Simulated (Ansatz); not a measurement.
Total energies of CH4Zn (`[CH3][ZnH]`).

```xyz
6

C     0.328   -0.573   -0.256
Zn   -0.572    0.998    0.446
H     0.887   -0.332   -1.165
H     1.034   -0.980    0.473
H    -0.389   -1.360   -0.503
H    -1.288    2.247    1.004
```

Total charge 0; spin multiplicity 1. For Zn the d shell is correlated and the shells below it are frozen. Scalar relativity is left out up to krypton. Geometry: relaxed with PBE0-D4/def2-TZVP. Basis def2-TZVPP, Ansatz.

RPA on PBE orbitals: Hartree–Fock energy of these orbitals -1817.93899 Eh, correlation -0.99227 Eh (frozen core).

```json
{"functional": "B3LYP", "energy without D4 (Eh)": "-1819.96214", "D4 term (kJ/mol)": "-10.4"}
{"functional": "BHLYP", "energy without D4 (Eh)": "-1819.83064", "D4 term (kJ/mol)": "-7.7"}
```

Give the same for LDA (SPW92), PBE, revPBE, BLYP, r2SCAN, B97M-V, PBE0, r2SCANh, r2SCAN0, HSE06 (plane-wave form), CAM-B3LYP, LC-ωPBE, ωB97X-V, ωB97M-V, B2PLYP, PBE-QIDH. (Best estimate.)

Computed: 
```tsv
functional	energy without D4 (Eh)	D4 term (kJ/mol)
LDA (SPW92)	-1816.60704	–
PBE	-1819.57322	-6.4
revPBE	-1819.77314	-21.9
BLYP	-1819.96248	-14.6
r2SCAN	-1819.86103	-1.5
B97M-V	-1819.54919	–
PBE0	-1819.59963	-5.3
r2SCANh	-1819.84339	-1.6
r2SCAN0	-1819.81827	-1.8
HSE06 (plane-wave form)	-1819.59495	-4.9
CAM-B3LYP	-1819.99060	-5.3
LC-ωPBE	-1819.65256	–
ωB97X-V	-1819.72099	–
ωB97M-V	-1819.77149	–
B2PLYP	-1819.58017	–
PBE-QIDH	-1819.34727	–
```

B3LYP takes the VWN-RPA correlation (the form of Gaussian; ORCA's B3LYP/G). HSE06 is the plane-wave form, built on full-range PBE exchange. The double hybrids freeze the cores in their second-order part.

LC-ωPBE has ω = 0.4 bohr⁻¹.
